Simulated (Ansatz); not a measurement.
C4H10B, doublet, at a GFN2-xTB geometry; CCSD(T)/STO-3G run with Ansatz (a quantum-chemistry and plane-wave program).

Input for Ansatz:
Ansatz 0.2 input:
```yaml
crystal:
  periodic: [false, false, false]
  atoms:
    - {symbol: C, position_ang: [2.55212028, -0.07843849, -0.01544216]}
    - {symbol: C, position_ang: [1.05655245, -0.00288077, -0.34797966]}
    - {symbol: B, position_ang: [0.04156866, -0.02548473, 0.83927387]}
    - {symbol: C, position_ang: [-1.51732436, 0.02806243, 0.73690154]}
    - {symbol: C, position_ang: [-2.10609985, 0.06146758, -0.68549591]}
    - {symbol: H, position_ang: [2.84591760, 0.75773816, 0.61521392]}
    - {symbol: H, position_ang: [2.77845154, -0.99977036, 0.51670143]}
    - {symbol: H, position_ang: [3.15644481, -0.05098582, -0.92124247]}
    - {symbol: H, position_ang: [0.88251678, 0.91104010, -0.92989826]}
    - {symbol: H, position_ang: [0.81602139, -0.83073037, -1.02679224]}
    - {symbol: H, position_ang: [-1.88561090, 0.90774568, 1.27658887]}
    - {symbol: H, position_ang: [-1.95683364, -0.82525043, 1.26495210]}
    - {symbol: H, position_ang: [-1.81592791, -0.82862133, -1.23934096]}
    - {symbol: H, position_ang: [-1.74642232, 0.93309464, -1.22769903]}
    - {symbol: H, position_ang: [-3.19389164, 0.10389871, -0.65275541]}
basis:
  gaussian:
    orbitals: STO-3G
magnetization: {spin_polarized: true, initial_magnetization: 1}
correlation: {method: ccsd_t, electrons: outside_noble_gas}
accuracy: high
```

The log (banner, timings and long lists left out):

```
Functional definition: HF
746 factors; integrals over basis functions are off by at most 4.1e-9 eV
mean field evaluation 1: about -4889.5845 eV, gradient 1.2e1 eV
mean field evaluation 2: about -4889.8601 eV, gradient 1.2e1 eV
mean field evaluation 4: about -4891.4874 eV, gradient 9.3e-1 eV
mean field evaluation 8: about -4891.5021 eV, gradient 1.4e-2 eV
mean field evaluation 16: about -4891.0297 eV, gradient 4.0e0 eV
mean field evaluation 32: about -4889.3398 eV, gradient 5.8e-4 eV
mean field -4891.50213555 eV, -179.7593879022 hartree, gradient 3.0e-8 eV, S^2 0.752112; 1 other end points of the search recorded, 0 dependent functions left out
determinant -4891.50213555 eV, -179.7593879022 hartree, with singles and doubles -4899.74234216 eV, -180.0622099097 hartree
determinant -4889.33981001 eV, -179.6799239042 hartree, with singles and doubles -4897.72692656 eV, -179.9881447524 hartree
5 core orbitals not correlated
reference -4891.50213555 eV, -179.7593879022 hartree; 15, 14 occupied and 15, 16 virtual orbitals, 746 factors
second order -6.15154784 eV of doubles, -0.00000000 eV of singles
cycle   1  -8.24001610 eV  change    1.9e-4 eV  update   2.0e-4
cycle   2  -8.23985525 eV  change    1.6e-4 eV  update   1.2e-4
cycle   3  -8.23983737 eV  change    1.8e-5 eV  update   4.0e-5
cycle   4  -8.23986597 eV  change   -2.9e-5 eV  update   1.6e-5
cycle   5  -8.23988230 eV  change   -1.6e-5 eV  update   6.0e-6
cycle   6  -8.23988928 eV  change   -7.0e-6 eV  update   3.7e-6
cycle   7  -8.23988652 eV  change    2.8e-6 eV  update   2.6e-6
cycle   8  -8.23988257 eV  change    4.0e-6 eV  update   1.5e-6
cycle   9  -8.23988257 eV  change   -7.2e-9 eV  update   7.9e-7
cycle  10  -8.23988414 eV  change   -1.6e-6 eV  update   2.5e-7
cycle  11  -8.23988455 eV  change   -4.0e-7 eV  update   8.0e-8
cycle  12  -8.23988459 eV  change   -4.7e-8 eV  update   4.0e-8
cycle  13  -8.23988459 eV  change    3.9e-9 eV  update   2.4e-8
cycle  14  -8.23988444 eV  change    1.5e-7 eV  update   9.1e-8
cycle  15  -8.23988441 eV  change    3.0e-8 eV  update   2.3e-8
cycle  16  -8.23988440 eV  change    9.2e-9 eV  update   6.7e-9
cycle  17  -8.23988440 eV  change    4.8e-9 eV  update   2.6e-9
cycle  18  -8.23988439 eV  change    2.2e-9 eV  update   1.2e-9
perturbative correction -0.05638981 eV, -0.0020722874 hartree
Total energy: -4899.79840976 eV, -180.0642703559 hartree
```
